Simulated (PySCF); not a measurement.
**Frontier orbitals and the lowest excitations**

Species: C₆H₁₄N₂Si₂.
Structure used (PBE0-D3(BJ)/def2-SVP), in Å, numbered top down from 1:
```xyz
24
C6H14N2Si2 angstrom
C     -3.3930   -0.0911    0.3526
N     -2.0603    0.1223   -0.1440
C     -1.7883    1.4757   -0.5529
Si    -0.7496   -0.9901    0.1208
C      0.3306   -1.0384   -1.4088
C      1.6617   -0.8300   -1.4339
Si     2.7349   -0.4446    0.0513
N      3.6696    0.9764   -0.2889
C      1.6426   -0.3206    1.5726
C      0.3121   -0.5351    1.6008
H     -3.5481   -1.1507    0.6038
H     -4.1506    0.1844   -0.4064
H     -3.6158    0.5053    1.2620
H     -2.4834    1.8015   -1.3503
H     -0.7664    1.5605   -0.9549
H     -1.8803    2.2036    0.2794
H     -1.4036   -2.3138    0.3656
H     -0.1843   -1.2400   -2.3610
H      2.1773   -0.8691   -2.4057
H      3.7516   -1.5218    0.2691
H      4.5673    1.0996    0.1644
H      3.2073    1.8689   -0.4209
H      2.1415   -0.0336    2.5122
H     -0.2139   -0.4135    2.5612
```

The calculation used TDDFT wB97X-D/def2-SVPD, vertical, gas phase, core orbitals frozen in the response in PySCF.

Kohn–Sham orbitals with the atoms that hold most of them (Löwdin shares over 4%, at most four atoms; ? is withheld):

```csv
orbital,ε (eV),atoms
HOMO-3,-9.76,"C6 27%, C5 27%, C9 10%, C10 10%"
HOMO-2,-9.72,"C9 22%, C10 21%, C5 10%, C6 9%"
HOMO-1,-8.99,?
HOMO,-8.00,"N2 51%, C1 9%, C3 8%, Si4 6%"
LUMO,?,?
LUMO+1,1.33,"C9 19%, C10 18%, C5 15%, C6 14%"
LUMO+2,2.14,"Si7 15%, Si4 9%, C3 8%, C9 6%"
```

Q: Which atoms hold the LUMO, and with what shares?

A: C5 (bonded to C, Si and H) 16%; C6 (bonded to C, Si and H) 16%; C10 (bonded to C, Si and H) 13%; C9 (bonded to C, Si and H) 13%.

Q: Which atoms hold the HOMO-1, and with what shares?

A: N8 (bonded to Si and 2 H) 38%; C9 (bonded to C, Si and H) 14%; C10 (bonded to C, Si and H) 9%; Si7 (bonded to 2 C, N and H) 8%. By element: nitrogen 38% or more, carbon 22% or more, silicon 8% or more.

Q: What is the LUMO energy, and the HOMO–LUMO gap?

A: ε(LUMO) = 0.69 eV; the gap is 8.68 eV (0.3190 hartree).

Q: The HOMO–LUMO gap is 8.68 eV. Where does the response calculation put the lowest singlet, and from which orbitals?

A: S1 is at 4.66 eV (f = 0.0054), 4.03 eV below the gap, made of HOMO→LUMO (82%). Without the coupling terms of the response equations the lowest excitation would equal the gap.

Q: One configuration dominates each of S1 and S8. Which, and how do the shares of the two leading atoms of either orbital change from the occupied to the empty one?

A: 
- S1 (4.66 eV, f 0.0054), HOMO→LUMO (82%): N2 51% → at most 13%, C1 9% → at most 13%, C5 at most 6% → 16%, C6 at most 6% → 16%
- S8 (6.54 eV, f 0.319), HOMO-2→LUMO (72%): C9 22% → 13%, C10 21% → 13%, C5 10% → 16%, C6 9% → 16%

One conformer stands for the species.
